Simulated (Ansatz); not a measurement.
Reaction (formal exchange of groups at a C–C bond): `C=C[CH2][GaH2]` + `C#C` → `C#CC=C` + `[CH3][GaH2]`

Gas-phase electronic energies from Ansatz, PBE0-D4/def2-TZVP geometries. CCSD(T)/CBS adds triple-zeta CCSD(T) − MP2 to the extrapolated MP2 energy (def2 sets, frozen cores). This one scheme is used for every species. DFT in def2-TZVPP. For Ga outer-core shells are correlated without core-valence functions, which leaves a few kJ/mol of doubt a bond. Scalar relativity is left out up to krypton. Each species was taken in one conformer, which may not be the lowest.

CCSD(T)/CBS gives -0.16 eV.

(1) Another level gave -0.22 eV. Which?
A. SCS-MP2/def2-TZVPP
B. CAM-B3LYP-D4/def2-TZVPP
C. MP2/def2-TZVPP
D. BHLYP/def2-TZVPP

Largest T1 diagnostic among the species: 0.013.

## Answers

(1) A. SCS-MP2/def2-TZVPP -0.22, MP2/def2-TZVPP -0.14, CAM-B3LYP-D4 -0.31, BHLYP -0.39 eV.

The D4 term adds +0.08 eV with B3LYP and +0.04 eV with PBE0; it sums over pairs of atoms, weighted by their polarisabilities, and B3LYP, whose exchange is more repulsive, gets the larger term. In def2-TZVPP, CCSD(T) changes the Hartree–Fock value by +0.30 eV (the triples alone add +0.04 eV) and MP2 by +0.33 eV.

B3LYP here is the variant with VWN-RPA as its local correlation; programs differ in this.
